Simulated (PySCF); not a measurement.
Species: C₅H₇O₂Si (charge -1).
SMILES with atom numbers: `[O:1]=[CH:2]/[CH:3]=[C:4]([SiH3:5])\[CH:6]=[CH:7]/[O-:8]` (hydrogens: H9 on C2; H10 on C3; H11, H12, H13 on Si5; H14 on C6; H15 on C7)

Computed, not measured: PBE0-D3(BJ)/def2-SVP geometry optimisation, gas phase (PySCF 2.14.0).

(1) List the bond lengths, angles and torsions at this level.

Answers

(1) 
```json
{"bond": "O1=C2", "length (Å)": "1.227", "order": "double"}
{"bond": "C2–C3", "length (Å)": "1.433", "order": "single"}
{"bond": "C3=C4", "length (Å)": "1.387", "order": "double"}
{"bond": "C4–Si5", "length (Å)": "1.922", "order": "single"}
{"bond": "C4–C6", "length (Å)": "1.414", "order": "single"}
{"bond": "C6=C7", "length (Å)": "1.398", "order": "double"}
{"bond": "C7–O8", "length (Å)": "1.256", "order": "single"}
{"bond": "C2–H9", "length (Å)": "1.125", "order": "single"}
{"bond": "C3–H10, C6–H14", "length (Å)": "1.094", "order": "single"}
{"bond": "Si5–H11", "length (Å)": "1.536", "order": "single"}
{"bond": "Si5–H12, Si5–H13", "length (Å)": "1.503", "order": "single"}
{"bond": "C7–H15", "length (Å)": "1.116", "order": "single"}
```

Bonds in one row agree within 0.01 Å and their mean is given. Orders are formal, as drawn. A selection of angles:
```json
{"angle": "O1–C2–C3", "degrees": "126.5"}
{"angle": "O1–C2–H9", "degrees": "118.9"}
{"angle": "C3–C2–H9", "degrees": "114.6"}
{"angle": "C2–C3–C4", "degrees": "125.4"}
{"angle": "C2–C3–H10", "degrees": "115.4"}
{"angle": "C4–C3–H10", "degrees": "119.2"}
{"angle": "C3–C4–Si5", "degrees": "118.0"}
{"angle": "C3–C4–C6", "degrees": "128.2"}
{"angle": "Si5–C4–C6", "degrees": "113.8"}
{"angle": "C4–Si5–H11", "degrees": "99.5"}
{"angle": "C4–Si5–H12", "degrees": "118.2"}
{"angle": "C4–Si5–H13", "degrees": "119.0"}
{"angle": "H11–Si5–H12", "degrees": "99.9"}
{"angle": "H12–Si5–H13", "degrees": "114.4"}
{"angle": "C4–C6–C7", "degrees": "116.2"}
{"angle": "C4–C6–H14", "degrees": "123.9"}
{"angle": "C7–C6–H14", "degrees": "119.9"}
{"angle": "C6–C7–O8", "degrees": "123.6"}
{"angle": "C6–C7–H15", "degrees": "118.4"}
{"angle": "O8–C7–H15", "degrees": "118.0"}
```

Torsions: O1–C2–C3–C4 180° (antiperiplanar); C2–C3–C4–Si5 180° (antiperiplanar); C3–C4–C6–C7 180° (antiperiplanar); C4–C6–C7–O8 0° (synperiplanar).

Si5 and O8 aren't drawn bonded (4 bonds apart) but lie 2.25 Å from each other; Cordero's covalent radii sum to 1.77 Å. C4 (fully substituted alkene carbon) is planar (angles 128.2°, 118.0° and 113.8°, sum 360.0°, 0.00 Å off the plane of its three neighbours). The 8 heavy atoms lie in one plane (0.003 Å rms). The 2 C–O bonds span 1.227 Å (O1=C2, drawn double) to 1.256 Å (C7–O8, drawn single in one of several resonance forms), a spread of 0.029 Å. C3 (carbon bonded to 2 C and H) is planar (angles 125.4°, 119.2° and 115.4°, sum 360.0°, 0.00 Å off the plane of its three neighbours). Of the pairs four or more bonds apart, those above aside, O8···H13 is among the closest relative to their van der Waals radii: 2.47 Å, 91 % of the sum of Bondi's values. The 4 C–C bonds span 1.387 Å (C3=C4, drawn double) to 1.433 Å (C2–C3, drawn single), a spread of 0.046 Å.

Point group: Cs (tolerance 0.08 Å). No PBE0-D3(BJ)/def2-SVP frequencies stand behind this structure, so it isn't proved a minimum. The geometry's basis has no diffuse functions, a weakness for an anion.

One conformer stands for the species.
